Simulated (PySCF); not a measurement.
Vertical excitations of a molecule C₄H₁₁NSi from TDA-B3LYP/def2-SVPD (PySCF), as energy in eV (oscillator strength): 5.52 (0.014), 5.97 (0.016), 6.22 (0.037), 6.56 (0.273), 6.70 (0.021), 6.71 (0.068). Lowest triplet (TDA): 4.01 eV. Geometry: B3LYP-D3(BJ)/def2-SVP. One conformer was computed; it need not be the lowest.

Q: Which structure fits?
(A) C/C(=C/[SiH3])CN
(B) NCC1C[SiH2]C1
(C) CC(C)/C=N/[SiH3]
(D) C[C@H]1CC[SiH2]N1

A: A, C/C(=C/[SiH3])CN
